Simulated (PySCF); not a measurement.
CsF, optimised at PBE0/def2-TZVP:

```xyz
2

Cs     0.0020    -0.8773     0.8045
F     -0.0020     0.8773    -0.8045
```

Energies from PySCF (xtb for GFN2), thermal terms from the rigid-rotor harmonic-oscillator model, ideal gas at 1 bar. All species are closed-shell singlets. Cs: scalar-relativistic def2 core potential, no spin-orbit coupling.

Question: List the harmonic frequencies (cm⁻¹, unscaled) at this level and at the other levels, each on its own geometry.

Answer: 
- PBE0/def2-TZVP: 362
- GFN2-xTB: 199
- PBE/def2-SVP: 367
